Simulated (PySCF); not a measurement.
PySCF input for F₂OS, SMILES O=S(F)F (connectivity only; charge and spin as stated), charge +1, multiplicity 2, B3LYP/pcH-1. The structure is a stationary point at B3LYP-D3(BJ)/def2-TZVP. The spin state was assumed, not searched.

```python
import numpy as np
from pyscf import gto, scf, dft
from pyscf.prop.hfc import uks as hfc
from pyscf.prop.gtensor import uks as gtensor

mol = gto.M(
    atom='''
    O     1.43678015   -0.23924256    0.00000004
    S     0.11836043    0.30255131    0.00000000
    F    -0.74377819   -0.16260448   -1.16197860
    F    -0.74377826   -0.16260447    1.16197856
    ''',
    basis='pcH-1',
    charge=1,
    spin=1,
    max_memory=1600,
    verbose=3,
)
mf = dft.UKS(mol, xc='b3lyp')
mf.grids.level = 3
mf.conv_tol = 1e-10
mf.max_cycle = 100
mf.kernel()
fine, coarse = mf.grids, dft.Grids(mol).set(level=1).build(with_non0tab=True)
for _ in range(3):  # follow internal instabilities
    mf.grids = coarse
    mo, _, stable, _ = mf.stability(return_status=True, nroots=4)
    mf.grids = fine
    if stable:
        break
    mf.kernel(mf.make_rdm1(mo, mf.mo_occ))
A = hfc.HFC(mf).make_fcdip(mf.make_rdm1())  # Fermi contact and dipolar terms, MHz
print('atom   A(iso)/MHz   principal dipolar parts/MHz')
for i, a in enumerate(A):
    w = np.linalg.eigvalsh((a + a.T) / 2)
    print(f'{mol.atom_symbol(i):2s}{i + 1:3d} {w.mean():12.2f}', (w - w.mean()).round(2))
gt = gtensor.GTensor(mf)
gt.dia_soc2e, gt.para_soc2e, gt.so_eff_charge = None, None, True
gt.max_cycle_cphf = 60
g = gt.kernel()
```

It prints:

```

WARN: HOMO -0.305847297926519 >= LUMO -0.305847297926476

converged SCF energy = -672.610314811447  <S^2> = 0.75678937  2S+1 = 2.0067779
<class 'pyscf.dft.uks.UKS'> wavefunction is stable in the internal stability analysis
atom   A(iso)/MHz   principal dipolar parts/MHz
O   1        -9.13 [-158.01   78.08   79.93]
S   2       411.42 [-37.   -29.06  66.06]
F   3       147.50 [-247.22 -232.74  479.97]
F   4       147.50 [-247.22 -232.74  479.97]
SOC(1e)/OZ [-3.43413568e-05  1.80598711e-04  6.45921868e-03]
free electron g 2.00231930436182
g-tensor total [2.00103116 2.00332695 2.00857213]
g-shift (ppt) [-1.28813956  1.00765051  6.252824  ]
```

The calculation finished and met its thresholds.
